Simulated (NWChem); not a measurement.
System: C₄H₇Cl; SMILES ClC1(CC1)C

Input file for NWChem:

```
start job
memory heap 200 mb stack 900 mb global 1100 mb
geometry units angstroms noautoz
  C      1.645518     0.485722     0.000000
  C      0.161870     0.250154     0.000000
  Cl    -0.242620    -1.482618     0.000000
  C     -0.767794     1.147189    -0.753343
  C     -0.767794     1.147189     0.753343
  H      2.111632     0.041292    -0.892207
  H      1.856914     1.565894     0.000000
  H      2.111632     0.041292     0.892207
  H     -1.616370     0.682464    -1.260597
  H     -0.329083     1.999477    -1.281130
  H     -1.616370     0.682464     1.260597
  H     -0.329083     1.999477     1.281130
end
basis spherical
  * library def2-svp
end
dft
  xc xperdew91 perdew91
  iterations 150
  mulliken
end
task dft energy
```

Coordinates come from a PBE0/def2-SVP optimisation. No frequency run checked for a minimum.

### Question
Predict the main results of this run. (PW91/def2-SVP.) Quantities: energy (Ha); highest occupied level (eV); orbital gap (eV); dipole (D).

### Answer
The energy (Ha) is -616.46 and the highest occupied level (eV) is -6.18. The orbital gap (eV) is 6.19 and the dipole (D) is 1.70.
